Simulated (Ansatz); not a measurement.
`C=CC` and `C=[C](C)[AlH][CH3]` differ in one atom or group.

Ansatz, PBE0-D4/def2-TZVP geometries, multiplicity 1. Each molecule was computed in one conformer, which needn't be the lowest.

```tsv
property	`C=CC`
HOMO–LUMO gap (B3LYP/def2-TZVPP) / eV	7.35
HOMO energy (B3LYP/def2-TZVPP) / eV	-7.15
HOMO energy (PBE/def2-TZVPP) / eV	-6.24
HOMO–LUMO gap (PBE0/def2-TZVPP) / eV	7.82
size of the dipole moment (ωB97M-V/def2-TZVPP) / D	0.41
size of the dipole moment (PBE/def2-TZVPP) / D	0.44
```

Problem. What does the change do to each property? (Best estimate.)

Solution. Computed: 
```
                                          property  `C=[C](C)[AlH][CH3]`  shift
             HOMO–LUMO gap (B3LYP/def2-TZVPP) / eV                  5.89  -1.46
               HOMO energy (B3LYP/def2-TZVPP) / eV                 -7.27  -0.12
                 HOMO energy (PBE/def2-TZVPP) / eV                 -6.27  -0.03
              HOMO–LUMO gap (PBE0/def2-TZVPP) / eV                  6.34  -1.48
size of the dipole moment (ωB97M-V/def2-TZVPP) / D                  0.86   0.45
    size of the dipole moment (PBE/def2-TZVPP) / D                  0.93   0.49
```

With PBE0 the HOMO falls by 0.12 eV and the LUMO falls by 1.61 eV, so the gap narrows by about 1.49 eV. PBE moves the HOMO by -0.03 eV and ωB97M-V by -0.08 eV. Dipoles are sizes alone; their direction can turn.

B3LYP here is the variant with VWN-RPA as its local correlation; programs differ in this.
